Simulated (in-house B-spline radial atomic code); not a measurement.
The outermost shell (largest non-relativistic mean radius) with and without relativity; Dirac values are averaged over j. Computed with a B-spline radial code for spherical atoms: non-relativistic Hartree-Fock and Dirac-Hartree-Fock, averages of the configuration (point nuclei without relativity, finite nuclei with it).

| ion | configuration | outermost shell | radius non-relativistic (bohr) | radius Dirac (bohr) | radius change (%) | level non-relativistic (eV) | level Dirac (eV) | spin-orbit splitting (eV) |
| --- | --- | --- | --- | --- | --- | --- | --- | --- |
| Al2+ | [Ne] 3s1 | 3s | 2.2362 | 2.2321 | -0.18522 | -28.056 | -28.107 | - |
| Si2+ | [Ne] 3s2 | 3s | 1.9863 | 1.982 | -0.21323 | -32.163 | -32.23 | - |
| P2+ | [Ne] 3s2 3p1 | ? | ? | ? | ? | ? | ? | ? |
| S2+ | [Ne] 3s2 3p2 | ? | ? | ? | ? | ? | ? | ? |
| Cl2+ | [Ne] 3s2 3p3 | 3p | 1.6115 | 1.6105 | -0.05877 | -37.906 | -37.9 | 0.16353 |
| Ar2+ | [Ne] 3s2 3p4 | 3p | 1.4753 | 1.4741 | -0.076256 | -42.179 | -42.176 | 0.23041 |
| K2+ | [Ne] 3s2 3p5 | 3p | 1.3611 | 1.3598 | -0.094788 | -46.567 | -46.567 | 0.31553 |
| Ca2+ | [Ne] 3s2 3p6 | 3p | 1.2643 | 1.2629 | -0.11429 | -51.071 | -51.076 | 0.42198 |

(1) Fill in the row of P2+.

(2) Fill in the row of S2+.

(3) Which member changes most?

Results:

(1) outermost shell: 3p; radius non-relativistic (bohr): 1.9841; radius Dirac (bohr): 1.9836; radius change (%): -0.026514; level non-relativistic (eV): -29.673; level Dirac (eV): -29.664; spin-orbit splitting (eV): 0.073556.

(2) outermost shell: 3p; radius non-relativistic (bohr): 1.7773; radius Dirac (bohr): 1.7765; radius change (%): -0.04224; level non-relativistic (eV): -33.740; level Dirac (eV): -33.732; spin-orbit splitting (eV): 0.1121.

(3) Silicon (Si2+): its 3s shell contracts by 0.2 %.
